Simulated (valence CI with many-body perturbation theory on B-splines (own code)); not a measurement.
## Tm LXIV: calculated level list

Method: relativistic CI+MBPT: four valence electrons over a frozen Dirac-Fock core [He], a basis of 11 s, 11 p, 10 d, 8 f, 5 g, 2 h functions for each j, with the one-electron correlation potential Σ1 (screened to all orders), the two-electron term Σ2, the three-electron term Σ3, Breit, model QED; selected single and double excitations, second order for the rest, scaled by the run's own slope (own B-spline code, finite nucleus).

The last digits are not significant, and no measured levels were compared; by estimate large intervals hold to a few tenths of a per cent, small ones and those within an open d or f shell to about a per cent. Among the levels kept, up to 990 cm⁻¹ of a level comes from second order outside the variational space, and about a tenth of that is noise between levels of different J, which matters for small intervals.

Levels 136 to 180 of 213, with energies above the lowest level, (2s^2 2p1/2^2) J=0. "Leading %" is the weight of the configuration and term that name the level; weights of strongly mixed levels are sums over their largest components and can fall short, so below about 35 % the name and the second component can differ from the true leading terms, or belong to a minority configuration. In the jj column 3d3/2^4 stands for four electrons in 3d with j = 3/2. Lifetimes count E1, E2, E3, M1 and M2 decay at the calculated energies, and are blank where another channel may lead or the interval is too uncertain; long ones can be off by a factor of two.

```
No.  Configuration  Term  J  E (eV)  Leading %                  Leading jj  Lifetime      g
136        2s2p²3s    ³S  1   11251         68       2s 2p3/2^2 3s (100 %)   6.73 fs  1.945
137        2s2p²3p   ³D°  3   11252         42    2s 2p3/2^2 3p1/2 (100 %)   3.19 fs  1.293
138        2s2p²3s    ¹P  1   11258         42        2s 2p3/2^2 3s (99 %)   3.98 fs  0.972
139        2s2p²3s    ³P  2   11261         62        2s 2p3/2^2 3s (99 %)   13.0 fs  1.359
140        2s2p²3s    ¹S  0   11280         68        2s 2p3/2^2 3s (99 %)   9.26 fs       
141        2s2p²3p   ³P°  0   11350         80    2s 2p3/2^2 3p1/2 (100 %)    156 fs       
142        2s2p²3p   ³P°  1   11350         33     2s 2p3/2^2 3p1/2 (99 %)   3.10 fs  1.303
143        2s2p²3p   ³P°  1   11350         50     2s 2p3/2^2 3p1/2 (99 %)   3.21 fs  1.290
144        2s2p²3p   ³D°  2   11352         32     2s 2p3/2^2 3p1/2 (99 %)   5.08 fs  1.046
145          2p³3s   ⁵S°  2   11459         54     2p1/2 2p3/2^2 3s (98 %)   15.6 fs  1.570
146          2p³3s   ³S°  1   11469         52     2p1/2 2p3/2^2 3s (94 %)   4.57 fs  1.308
147          2p³3s   ³D°  3   11480         94     2p1/2 2p3/2^2 3s (94 %)   12.0 fs  1.305
148          2p³3s   ¹D°  2   11491         61     2p1/2 2p3/2^2 3s (97 %)   5.05 fs  1.036
149          2p³3p    ⁵P  1   11533         45  2p1/2 2p3/2^2 3p1/2 (98 %)   1.49 fs  1.641
150        2s2p²3p   ⁵D°  4   11535         62    2s 2p3/2^2 3p3/2 (100 %)    280 fs  1.380
151          2p³3s   ³P°  1   11537         64     2p1/2 2p3/2^2 3s (96 %)   7.29 fs  1.301
152          2p³3s   ³P°  0   11538        100    2p1/2 2p3/2^2 3s (100 %)   10.2 fs       
153        2s2p²3p   ³D°  3   11540         52     2s 2p3/2^2 3p3/2 (95 %)   6.21 fs  1.387
154          2p³3p    ³F  2   11541         33  2p1/2 2p3/2^2 3p1/2 (98 %)   1.49 fs  1.200
155        2s2p²3p   ³P°  1   11552         36     2s 2p3/2^2 3p3/2 (95 %)   2.72 fs  1.526
156          2p³3p    ³F  3   11557         43  2p1/2 2p3/2^2 3p1/2 (98 %)   1.48 fs  1.084
157        2s2p²3p   ³P°  2   11581         43     2s 2p3/2^2 3p3/2 (96 %)   2.54 fs  1.355
158          2p³3p    ³P  2   11597         50  2p1/2 2p3/2^2 3p1/2 (98 %)   1.97 fs  1.301
159          2p³3p    ³D  1   11609         73  2p1/2 2p3/2^2 3p1/2 (98 %)   1.53 fs  0.634
160        2s2p²3d    ³D  2   11628         25     2s 2p3/2^2 3d3/2 (97 %)   1.03 fs  1.377
161        2s2p²3d    ⁵D  3   11629         27     2s 2p3/2^2 3d3/2 (94 %)    987 as  1.278
162        2s2p²3d    ⁵P  1   11631         42     2s 2p3/2^2 3d3/2 (97 %)    880 as  1.824
163        2s2p²3d    ³F  4   11632         38     2s 2p3/2^2 3d3/2 (98 %)    898 as  1.201
164        2s2p²3p   ³P°  0   11636         60    2s 2p3/2^2 3p3/2 (100 %)   77.0 fs       
165        2s2p²3p   ³D°  3   11641         62     2s 2p3/2^2 3p3/2 (98 %)   3.47 fs  1.243
166        2s2p²3p   ³P°  2   11642         71     2s 2p3/2^2 3p3/2 (99 %)   19.1 fs  1.411
167        2s2p²3p   ¹P°  1   11653         48     2s 2p3/2^2 3p3/2 (96 %)   2.38 fs  1.166
168        2s2p²3p   ³P°  2   11654         45     2s 2p3/2^2 3p3/2 (99 %)   32.4 fs  1.348
169          2p³3p    ³P  0   11657         64  2p1/2 2p3/2^2 3p1/2 (99 %)   2.06 fs       
170        2s2p²3p   ¹P°  1   11684         35     2s 2p3/2^2 3p3/2 (99 %)   6.92 fs  1.194
171        2s2p²3d    ⁵F  5   11687         62    2s 2p3/2^2 3d5/2 (100 %)    797 fs  1.301
172        2s2p²3d    ³F  4   11691         53     2s 2p3/2^2 3d5/2 (98 %)    119 fs  1.289
173        2s2p²3d    ³P  0   11702         81     2s 2p3/2^2 3d5/2 (74 %)   2.06 fs       
174        2s2p²3d    ³D  1   11713         36     2s 2p3/2^2 3d3/2 (55 %)    955 as  1.064
175        2s2p²3d    ³F  3   11719         26     2s 2p3/2^2 3d5/2 (62 %)    997 as  1.132
176        2s2p²3d    ³D  2   11723         30     2s 2p3/2^2 3d3/2 (61 %)   1.07 fs  1.169
177        2s2p²3d    ³D  1   11731         33     2s 2p3/2^2 3d5/2 (55 %)    962 as  1.026
178        2s2p²3d    ³F  2   11732         30     2s 2p3/2^2 3d3/2 (89 %)    751 as  1.043
179        2s2p²3d    ¹F  3   11736         33     2s 2p3/2^2 3d3/2 (65 %)    894 as  1.090
180        2s2p²3d    ³D  1   11738         63     2s 2p3/2^2 3d3/2 (98 %)    945 as  0.789
```

Where two levels of one J and parity lie close, their mixing, g and order are uncertain.
